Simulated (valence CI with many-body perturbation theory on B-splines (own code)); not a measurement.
**Energy levels of K XIV**

Method: relativistic CI+MBPT: four valence electrons over a frozen Dirac-Fock core [He], a basis of 11 s, 11 p, 9 d, 7 f, 5 g, 2 h, 1 i functions for each j, with the one-electron correlation potential Σ1, the two-electron term Σ2, the three-electron term Σ3, Breit, model QED; selected CI, second order for the rest (own B-spline code, finite nucleus).

No measured spectrum was set against this ion. As an estimate, levels of excited configurations hold to 0.05 to 0.15 % of their energy, terms of the ground configuration to about 0.5 %.

Levels 46 to 89 of 89, with energies above the lowest level, 2s2 2p2 3P_0. "Leading %" is the weight of the configuration and term that name the level; weights of strongly mixed levels are sums over their largest components and can fall short. Lifetimes count E1, E2, E3, M1 and M2 decay at the calculated energies, and are blank where another channel may lead or the interval is too uncertain; long ones can be off by a factor of two.

```tsv
No.	Configuration	Term	J	E (× 10³ cm⁻¹)	Leading %	Second component	Lifetime
46	2s2 2p 3d	3P°	2	3916.3	59	35 % 2s2 2p 3d 3D°	256 fs
47	2s2 2p 3d	3P°	1	3918.3	79	16 % 2s2 2p 3d 3D°	287 fs
48	2s2 2p 3d	3P°	0	3919.7	96		324 fs
49	2s 2p2 3s	3P	1	3921.1	91	8 % 2s2 2p 3p 3P	1.53 ps
50	2s 2p2 3s	3P	2	3935.5	90	7 % 2s2 2p 3p 3P	1.51 ps
51	2s2 2p 3d	1F°	3	3954.5	93		146 fs
52	2s2 2p 3d	1P°	1	3955.1	90		237 fs
53	2s 2p2 3p	3S°	1	3969.3	60	26 % 2s 2p2 3p 5D°	1.16 ps
54	2s 2p2 3p	5D°	0	3970.1	98		212 ps
55	2s 2p2 3p	5D°	1	3974.7	71	27 % 2s 2p2 3p 3S°	2.60 ps
56	2s 2p2 3p	5D°	2	3978.9	93	6 % 2s 2p2 3p 5P°	496 ps
57	2s 2p2 3p	5D°	3	3988.4	94	5 % 2s 2p2 3p 5P°	683 ps
58	2s 2p2 3p	5P°	1	3996.0	89	7 % 2s 2p2 3p 3S°	7.75 ps
59	2s 2p2 3p	5P°	2	3998.3	89	6 % 2s 2p2 3p 5D°	41.4 ps
60	2s 2p2 3p	5D°	4	4000.5	99		825 ps
61	2s 2p2 3p	5P°	3	4007.3	90	5 % 2s 2p2 3p 5D°	20.1 ps
62	2s 2p2 3p	3D°	1	4022.1	96		791 fs
63	2s 2p2 3p	3D°	2	4030.0	94		799 fs
64	2s 2p2 3p	3D°	3	4042.5	94	4 % 2s 2p2 3p 5P°	812 fs
65	2s 2p2 3p	5S°	2	4045.0	95		42.2 ps
66	2s 2p2 3s	3D	1	4049.9	97		1.27 ps
67	2s 2p2 3s	3D	2	4050.5	96		1.27 ps
68	2s 2p2 3s	3D	3	4051.3	96		1.25 ps
69	2s 2p2 3p	3P°	0	4051.4	98		789 fs
70	2s 2p2 3p	3P°	1	4055.7	94		781 fs
71	2s 2p2 3p	3P°	2	4059.5	94		791 fs
72	2s 2p2 3s	1D	2	4091.7	97		2.89 ps
73	2s 2p2 3d	5F	1	4099.5	97		91.9 ps
74	2s 2p2 3d	5F	2	4102.2	93	6 % 2s 2p2 3d 5D	39.8 ps
75	2s 2p2 3d	5F	3	4106.7	90	9 % 2s 2p2 3d 5D	21.5 ps
76	2s 2p2 3d	5F	4	4113.8	91	8 % 2s 2p2 3d 5D	101 ps
77	2s 2p2 3d	5F	5	4123.4	99		1.46 ns
78	2s 2p2 3d	5D	0	4126.8	97		27.1 ps
79	2s 2p2 3d	5D	1	4127.1	92		5.04 ps
80	2s 2p2 3d	5D	2	4127.9	82	7 % 2s 2p2 3d 5P	1.92 ps
81	2s 2p2 3d	5D	3	4129.9	74	15 % 2s 2p2 3d 5P	1.04 ps
82	2s 2p2 3d	5D	4	4136.9	90	8 % 2s 2p2 3d 5F	489 ps
83	2s 2p2 3d	3P	2	4150.8	91	4 % 2s 2p2 3d 5D	524 fs
84	2s 2p2 3d	5P	3	4152.5	82	16 % 2s 2p2 3d 5D	195 fs
85	2s 2p2 3d	5P	2	4157.6	90	7 % 2s 2p2 3d 5D	177 fs
86	2s 2p2 3d	5P	1	4159.7	58	20 % 2s 2p2 3d 3P	233 fs
87	2s 2p2 3d	5P	1	4160.6	35	32 % 2s 2p2 3s 3S	335 fs
88	2s 2p2 3d	3P	1	4162.6	53	33 % 2s 2p2 3s 3S	695 fs
89	2s 2p2 3d	3P	0	4166.6	85	8 % 2s 2p2 3s 3P	478 fs
```

Names give the largest LS component (configuration and term), which can be under half, so a name can repeat, a term be missing and a line seem to break the LS rules; names also repeat where a configuration has a term twice.

Where two levels of one J and parity lie close, their mixing, g and order are uncertain.
